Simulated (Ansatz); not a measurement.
HCl₃OZr, charge -1, doublet, at the geometry of the source list (the multiplicity is a formal guess) (core potentials on Zr) (a gas-phase anion, which may not be bound at this level); HF/def2-SVP in Ansatz (a program for electronic structure).

The Ansatz input:
Ansatz 0.2 input:
```yaml
crystal:
  periodic: [false, false, false]
  atoms:
    - {symbol: Zr, position_ang: [0.25720000, -0.08060000, -0.01270000]}
    - {symbol: Cl, position_ang: [2.11810000, 0.96760000, -0.76260000]}
    - {symbol: Cl, position_ang: [0.94790000, -0.88680000, 1.98810000]}
    - {symbol: Cl, position_ang: [0.23350000, -1.95650000, -1.27910000]}
    - {symbol: O, position_ang: [-1.32390000, 0.82400000, 0.01340000]}
    - {symbol: H, position_ang: [-2.23280000, 1.13230000, 0.05270000]}
basis:
  gaussian:
    orbitals: def2-SVP
    fitting: {mean_field: def2-universal-JKFIT}
hamiltonian:
  xc: hf
total_charge: -1
magnetization: {spin_polarized: true, initial_magnetization: 1}
```

It wrote (shortened):

```
Functional definition: HF
734 factors; integrals over basis functions are off by at most 1.6e-1 eV
mean field evaluation 1: about -40820.5287 eV, gradient 2.4e1 eV
mean field evaluation 2: about -40821.8978 eV, gradient 1.9e1 eV
mean field evaluation 4: about -40823.4860 eV, gradient 6.8e-1 eV
mean field evaluation 8: about -40823.4964 eV, gradient 1.3e-5 eV
mean field evaluation 16: about -40823.4522 eV, gradient 1.5e0 eV
mean field evaluation 32: about -40824.0749 eV, gradient 1.0e-1 eV
mean field evaluation 64: about -40822.8780 eV, gradient 3.5e0 eV
mean field evaluation 96: about -40824.0212 eV, gradient 9.1e-1 eV
mean field evaluation 128: about -40823.4437 eV, gradient 1.9e0 eV
mean field evaluation 160: about -40821.8464 eV, gradient 8.7e0 eV
mean field evaluation 192: about -40821.8979 eV, gradient 1.9e1 eV
mean field -40824.11891926 eV, -1500.2586987011 hartree, gradient 7.0e-6 eV, S^2 0.754231; 3 other end points of the search recorded, 0 dependent functions left out
reference -40824.11891926 eV, -1500.2586987011 hartree; 37, 36 occupied and 67, 68 virtual orbitals, 734 factors
Total energy: -40824.11891926 eV, -1500.2586987011 hartree
```
